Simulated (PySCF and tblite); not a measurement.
Results of a calculation; reference values are marked as such.
C5H6O2, numbered as in [CH2:1]=[CH:2][O:3][C:4](=[O:5])[CH:6]=[CH2:7]. Conformers came from 150 starts (ETKDG, MMFF94s, GFN2-xTB); geometries are GFN2-xTB. Weights use B3LYP-D3(BJ)/pcSseg-1 (IEF-PCM, chloroform) energies plus GFN2-xTB zero-point and thermal terms (modes under about 100 cm⁻¹ blended into free rotors). Symmetry numbers and mirror images are counted. Conformers within 3 kcal/mol (GFN2-xTB free energy) were kept, 10 at most. GIAO shieldings: B3LYP/pcSseg-1 (IEF-PCM, chloroform). Shifts are against TMS (¹H), TMS (¹³C) at the same level. Run with PySCF (density fitting) and tblite.

Torsions listed: C1–C2–O3–C4, C2–O3–C4–O5, O3–C4–C6–C7.

| conformer | shape | point group | mirror pair | ΔE(DFT) | Δ(G−E) at 298.15 K | δ C4 (ppm) |
| --- | --- | --- | --- | --- | --- | --- |
| 1 | 180°, 0°, 180° | Cs | no | 0.00 | 0.00 | 171.3 |
| 2 | 180°, 0°, 0° | Cs | no | 0.37 | -0.09 | 169.5 |
| 3 | 0°, 0°, 180° | Cs | no | 2.88 | 0.06 | 174.6 |
| 4 | 0°, 0°, 0° | Cs | no | 3.38 | -0.05 | 173.1 |

Energies in kcal/mol; the thermal term leaves out symmetry numbers and mirror images.

(1) Work out the weights at 298.15 K and the ¹³C shift of C4 under fast exchange.

The minima are those of GFN2-xTB; planar forms about aryl–S or allylic bonds may be saddles in DFT.

## Answers

(1) RT = 0.592 kcal/mol. Each conformer gets RT ln(σ/g), with σ the rotational symmetry number and g = 2 for a mirror pair: 1: σ = 1, g = 1, G = 0.00 + 0.00 + 0.00 = 0.00, 0.00 above the lowest, exp(−ΔG/RT) = 1.000; 2: σ = 1, g = 1, G = 0.37 − 0.09 + 0.00 = 0.28, 0.28 above the lowest, exp(−ΔG/RT) = 0.624; 3: σ = 1, g = 1, G = 2.88 + 0.06 + 0.00 = 2.95, 2.95 above the lowest, exp(−ΔG/RT) = 0.007; 4: σ = 1, g = 1, G = 3.38 − 0.05 + 0.00 = 3.33, 3.33 above the lowest, exp(−ΔG/RT) = 0.004. The sum is 1.635, so the weights are 61.2, 38.2, 0.4, 0.2 %. The averaged shift is 170.6 ppm. At 298.15 K the leading conformer alone gives 171.3 ppm and bare DFT energies give 170.7 ppm.


Conformer gaps in pcSseg-1 on xTB geometries can be 2 kcal/mol off for S=O, P=O and other polar bonds.